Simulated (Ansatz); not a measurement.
A calculation with Ansatz (development build ahead of 0.2.0).

```yaml
crystal:
  periodic: [false, false, false]
  atoms:
    - { symbol: Mn, position_ang: [0.0, 0.0, 0.0] }
    - { symbol: S, position_ang: [0.0, 0.0, 2.691] }
basis:
  gaussian: { orbitals: pcseg-2 }
magnetization:
  spin_polarized: true
  initial_magnetization: 5
hamiltonian:
  xc: pbe0
```

The input is written out in the form of the current development build from the run's settings.

Results

```yaml
Converged: yes
Total_energy: -1548.83593 hartree
Spin_squared_of_the_determinant: 9.736
Stability_test: minimum
```

Caution: the unrestricted determinant is a mixture of spin states.
